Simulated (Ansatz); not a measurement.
Species: C₂HClF (charge 0, doublet). SMILES: F[C]=CCl
Structure (B3LYP-D3(BJ)/def2-TZVP (Ansatz, a program for electronic structure) minimum search):
```
C
C 1 1.3102
F 2 1.3002 1 132.13
H 1 1.0773 2 121.70 3 -180.00
Cl 1 1.7458 4 115.71 2 -180.00
```
Charge 0, spin multiplicity 2.

Wanted: atomisation energy, in kcal/mol. Terms: no dispersion term unless named; atomisation electronic, to ground-state atoms; spin-orbit terms left out; non-relativistic; UHF or UKS for open shells. First-principles rows: single points at B3LYP-D3(BJ) geometries (Ansatz). A UHF reference is markedly spin-contaminated in at least one set, which strains HF and MP2.

```csv
species,coefficient,"E at HF/STO-3G (Ansatz), Eh","E at PBE/def2-TZVPD (Ansatz), Eh"
F[C]=CCl,-1,-627.89753,-636.45027
C atom,+2,-37.19839,-37.79605
Cl atom,+1,-454.54219,-459.95933
F atom,+1,-97.98651,-99.67049
H atom,+1,-0.46658,-0.49962
```

 1 Eh = 627.5095 kcal/mol.

Task: Work the quantity out at each level.

Result: 
- HF/STO-3G: the sum of coefficient times E is 0.50547 Eh, or 317.19 kcal/mol. Result: 317.2 kcal/mol.
- PBE/def2-TZVPD: the sum of coefficient times E is 0.72873 Eh, or 457.28 kcal/mol. Result: 457.3 kcal/mol.
